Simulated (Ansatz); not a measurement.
`COC1=N[SiH]1C`. The species carries charge 0 and has multiplicity 1. Geometry: relaxed with PBE0-D4/def2-TZVP.

```xyz
13

C    -1.710    0.658   -2.040
O    -0.315    0.540   -1.736
C    -0.055   -0.133   -0.635
N    -0.838   -0.698    0.212
Si    0.870   -0.888    0.672
C     1.567    0.027    2.125
H    -1.765    1.227   -2.965
H    -2.155   -0.330   -2.167
H    -2.231    1.180   -1.235
H     1.496   -2.218    0.481
H     2.645    0.168    2.015
H     1.094    1.005    2.226
H     1.397   -0.540    3.045
```

**Question.** What is the dipole moment at PBE/def2-TZVPP? (Estimate.)

**Answer.** The calculation gave: 1.10 D, with components (0.74, 0.76, 0.31) D in this frame, pointing from negative to positive charge.

**Question.** And with r2SCAN, B3LYP, ωB97M-V? (Estimate.)

**Answer.** The calculation gave: r2SCAN 1.14 D, B3LYP 1.20 D, ωB97M-V 1.27 D.

**Question.** Give the Mulliken charges with PBE, B3LYP, r2SCAN in def2-TZVPP. (Best estimate.)

**Answer.** Ansatz gave: 
```
atom    PBE  B3LYP  r2SCAN
  C1  -0.16  -0.14   -0.01
  O2  -0.18  -0.26   -0.26
  C3   0.12   0.15    0.13
  N4  -0.29  -0.35   -0.38
 Si5   0.27   0.38    0.45
  C6  -0.36  -0.37   -0.30
  H7   0.12   0.12    0.08
  H8   0.11   0.12    0.08
  H9   0.11   0.11    0.07
 H10  -0.07  -0.08   -0.09
 H11   0.11   0.10    0.08
 H12   0.11   0.11    0.08
 H13   0.11   0.11    0.08
```

B3LYP here is the variant with VWN-RPA as its local correlation; programs differ in this.
